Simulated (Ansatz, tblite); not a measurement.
Isomers of Cu4H5 (doublet), found by a short tight-binding search and relaxed with r2SCAN-D4/def2-SVP in Ansatz.

The xTB rows come from tblite. LC-ωPBE has ω = 0.4 bohr⁻¹. Correlated methods freeze 36 core orbitals.

Other spin states weren't relaxed.

A:

```xyz
9

Cu    0.719   -1.006    0.719
Cu   -1.036   -0.489   -0.804
Cu    0.141    1.376   -0.081
Cu    1.839    0.857    1.421
H    -1.698   -1.953   -1.144
H     1.303    2.229    0.788
H    -1.111    1.118   -1.091
H     2.023   -0.686    1.799
H    -2.179   -1.446   -1.606
```

B:

```xyz
9

Cu   -0.0058    1.6398   -0.0713
Cu    1.6281    0.0151    0.2121
Cu    0.0150   -1.6414    0.0106
Cu   -1.6195   -0.0167   -0.2706
H     1.6597   -1.6304    0.1168
H     1.6391    1.6534    0.0319
H    -0.1174    0.0200    0.7876
H    -1.5888   -1.6619   -0.3684
H    -1.6105    1.6221   -0.4488
```

Estimate their order by electronic energy at B2PLYP/def2-TZVP, counted from the lowest.

B (0.0) < A (32.8), in kJ/mol.

Do the other levels pick the same lowest one?

Not HF/def2-SVP, HF/def2-TZVP. Energies above each level's lowest (kJ/mol):

| level | A | B |
| --- | --- | --- |
| GFN1-xTB | 37.1 | 0.0 |
| GFN2-xTB | 187.5 | 0.0 |
| HF/def2-SVP | 0.0 | 30.0 |
| HF/def2-TZVP | 0.0 | 43.5 |
| LDA (SPW92)/def2-TZVP | 57.9 | 0.0 |
| PBE-D4/def2-SVP | 55.5 | 0.0 |
| PBE-D4/def2-TZVP | 40.0 | 0.0 |
| r2SCAN-D4/def2-TZVP | 47.3 | 0.0 |
| PBE0-D4/def2-SVP | 45.7 | 0.0 |
| PBE0-D4/def2-TZVP | 31.6 | 0.0 |
| LC-ωPBE/def2-TZVP | 35.3 | 0.0 |
| B2PLYP/def2-TZVP | 32.8 | 0.0 |
| MP2/def2-SVP | 48.9 | 0.0 |
| MP2/def2-TZVP | 39.2 | 0.0 |
| CCSD/def2-SVP | 20.7 | 0.0 |
| CCSD(T)/def2-SVP | 37.4 | 0.0 |
Point groups (tolerance 0.1 Å): A Cs, B C4v. Lower isomers may exist. From def2-SVP to def2-TZVP the PBE0 values move by up to 14.1 kJ/mol, so results in the small set are rough.
